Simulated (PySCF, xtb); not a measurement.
H2O3S, SMILES OS(=O)O.

GFN2-xTB (xtb) at its own geometry gives an orbital gap of 6.32 eV and a dipole moment of 0.65 D.

Geometry: B3LYP-D3(BJ)/def2-SVP. One conformer was computed; it need not be the lowest.

### Question
What does PBE/def2-TZVPD in PySCF give? (The exact figures need the calculation; the answer reports its results.)

### Answer
gap 5.90 eV (levels -7.20 and -1.29 eV), dipole 1.54 D.
